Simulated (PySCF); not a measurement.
# Spinor energies of Ta⁴⁶⁺ (tantalum, charge +46)

Start: [Ar] 3d9; 3d3/2 filled at m_j = -3/2, -1/2, +1/2, +3/2; 3d5/2 filled at m_j = -3/2, -1/2, +1/2, +3/2, +5/2. Calculated with PySCF 2.14 in an even-tempered Gaussian basis (16 s from 11 bohr⁻², ratio 2.8; 13 p from 15 bohr⁻², ratio 2.8; 8 d from 15 bohr⁻², ratio 2.8; 3 f from 54 bohr⁻², ratio 3): generalised Hartree-Fock with the X2C-1e Hamiltonian and a Gaussian nucleus; one run each with spin-orbit coupling (SO) switched off, then screened by Boettger's factors.

```json
{"spinor shell": "1s1/2", "electrons": "2", "ε, spin-free (eV)": "-70216.2", "ε, screened SO (eV)": "-70196.7", "weight of nominal j (screened SO)": "1.000", "rms radius, screened SO (bohr)": "0.0211"}
{"spinor shell": "2s1/2", "electrons": "2", "ε, spin-free (eV)": "-14164.1", "ε, screened SO (eV)": "-14157.8", "weight of nominal j (screened SO)": "1.000", "rms radius, screened SO (bohr)": "0.0852"}
{"spinor shell": "2p1/2", "electrons": "2", "ε, spin-free (eV)": "-12717.6", "ε, screened SO (eV)": "-13631.1", "weight of nominal j (screened SO)": "1.000", "rms radius, screened SO (bohr)": "0.0724"}
{"spinor shell": "3s1/2", "electrons": "2", "ε, spin-free (eV)": "-4980.9", "ε, screened SO (eV)": "-4979.1", "weight of nominal j (screened SO)": "1.000", "rms radius, screened SO (bohr)": "0.213"}
{"spinor shell": "3p1/2", "electrons": "2", "ε, spin-free (eV)": "-4538.1", "ε, screened SO (eV)": "-4752.5", "weight of nominal j (screened SO)": "1.000", "rms radius, screened SO (bohr)": "0.205"}
{"spinor shell": "3p3/2", "electrons": "4", "ε, spin-free (eV)": "-4538.1", "ε, screened SO (eV)": "-4449.1", "weight of nominal j (screened SO)": "1.000", "rms radius, screened SO (bohr)": "0.219"}
{"spinor shell": "3d3/2", "electrons": "4", "ε, spin-free (eV)": "-4052.4", "ε, screened SO (eV)": "-4091.4", "weight of nominal j (screened SO)": "0.997", "rms radius, screened SO (bohr)": "0.190"}
{"spinor shell": "3d5/2", "electrons": "5", "ε, spin-free (eV)": "-4052.4", "ε, screened SO (eV)": "-4024.9", "weight of nominal j (screened SO)": "0.997", "rms radius, screened SO (bohr)": "0.194"}
```

(1) Where does 2p3/2 lie, and what is the 2p spin-orbit splitting (screened SO)?

```tsv
quantity	spin-free	screened SO
E (hartree)	-14051.41275	-14069.11034
M_J	5/2	5/2
⟨J²⟩	8.750	8.750
⟨L²⟩	6.000	6.057
⟨S²⟩	0.750	0.807
```

Each row is a mean over spinors that exchange with the open shell spreads, by up to 26.592 eV (3p3/2).

Breit and QED terms are absent; they matter most for the inner s and p1/2 levels.

Densities and radii are taken from the X2C orbitals without a picture-change correction, which distorts them close to the nucleus.

Without spin-orbit coupling the j labels of p, d and f shells carry no meaning; the spin-free column gives the mean over the occupied spinors of each nl shell.

Answers

(1) At -12344.6 eV, 1286.5 eV above 2p1/2.
